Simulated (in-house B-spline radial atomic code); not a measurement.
Radial electron density of Ba6+, [Kr] 4d10 5s2 5p2. Computed with a B-spline radial code for spherical atoms: scalar-relativistic (X2C) BLYP, spin-polarised, spherical fractional occupations, Fermi nucleus of rms radius 4.8378 fm.

One-electron X2C: radii and densities carry no picture-change correction, so inner-shell <1/r> comes out high (for 1s by about 2 % at Z = 33, 5 % at 54, 10 % at 75, 30 % at 118) and <r> low.

Columns: r (bohr), 4πr²n(r) (electrons per bohr), bar.

```
0.000664    1.914 #
0.000816    2.641 #
   0.001    3.616 ##
 0.00123    4.957 ##
 0.00152    6.809 ###
 0.00187     9.23 ####
 0.00229    12.33 ######
 0.00282    16.44 ########
 0.00347    21.62 ##########
 0.00426    27.92 #############
 0.00524    35.47 ################
 0.00644    43.99 ####################
 0.00792    53.04 ########################
 0.00974    61.76 ############################
   0.012    69.03 ################################
  0.0147    73.36 ##################################
  0.0181    74.04 ##################################
  0.0223    71.05 #################################
  0.0274    66.39 ###############################
  0.0336    63.61 #############################
  0.0414    66.48 ###############################
  0.0509    76.19 ###################################
  0.0625    88.62 #########################################
  0.0769    95.64 ############################################
  0.0945     90.9 ##########################################
   0.116    77.98 ####################################
   0.143    69.26 ################################
   0.176    73.55 ##################################
   0.216    81.37 #####################################
   0.266    74.79 ##################################
   0.327    51.86 ########################
   0.402     31.8 ###############
   0.494    28.55 #############
   0.607    32.68 ###############
   0.746     29.3 #############
   0.918    18.83 #########
    1.13    10.09 #####
    1.39    5.896 ###
    1.71    3.612 ##
     2.1    1.711 #
    2.58   0.5113 
    3.17  0.08638 
     3.9 0.007157 
    4.79 0.0002648 
    5.89 3.487e-06
```

On this grid the curve has 4 maxima, near 0.0181, 0.0769, 0.216, 0.607 bohr.

The 5s up radial function P(r) = rR(r), positive near the nucleus:

```tsv
r (bohr)	P
0.000357	0.01896
0.00054	0.02634
0.000816	0.03638
0.00123	0.04977
0.00187	0.06773
0.00282	0.08994
0.00426	0.1161
0.00644	0.1427
0.00974	0.161
0.0147	0.1546
0.0223	0.0989
0.0336	-0.02124
0.0509	-0.1791
0.0769	-0.2468
0.116	-0.06287
0.176	0.29
0.266	0.2754
0.402	-0.3047
0.607	-0.479
0.918	0.3591
1.39	0.9785
2.1	0.5839
3.17	0.105
4.79	0.00389
```
